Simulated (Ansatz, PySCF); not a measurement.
Pb(Br)(SiH3) (BrH₃PbSi), SMILES [SiH3][Pb][Br] (connectivity only; charge and spin as stated), neutral, multiplicity 1.

Geometry: PBE-D3(BJ)/def2-SVP. The structure was generated by enumeration; whether it is a known compound was not checked. The def2 effective core potentials stand for the cores of Pb; spin–orbit coupling is left out.

Vertical ionisation energy (IE) and electron affinity (EA) in eV. Rows of orbital energies are one-electron estimates. Where ΔSCF, EOM or ADC give a negative EA the extra electron is unbound and the value depends on the basis.

```csv
level,IE,EA
"−ε(HOMO), −ε(LUMO), B3LYP/def2-TZVPD (PySCF)",…,…
"−ε(HOMO), −ε(LUMO), PBE/def2-TZVPD (PySCF)",5.59,3.98
"ΔSCF, PBE0/def2-SVPD (Ansatz), final states of multiplicity 2 and 2",8.34,1.68
"ΔSCF, PBE/def2-SVPD (Ansatz), final states of multiplicity 2 and 2",8.17,1.58
```

Some entries are withheld; supply them. (An estimate is asked for; the answer gives what the named calculation found.)


- −ε(HOMO), −ε(LUMO), B3LYP/def2-TZVPD (PySCF), IE: 6.34
- −ε(HOMO), −ε(LUMO), B3LYP/def2-TZVPD (PySCF), EA: 3.56

What vertical singlet–triplet gap does ΔSCF give with PBE0/def2-SVPD (Ansatz, a quantum-chemistry and plane-wave program) and with PBE/def2-SVPD (Ansatz)? (An estimate is asked for; the answer gives what the named calculation found.)

1.57 and 1.57 eV (triplet above singlet where positive).
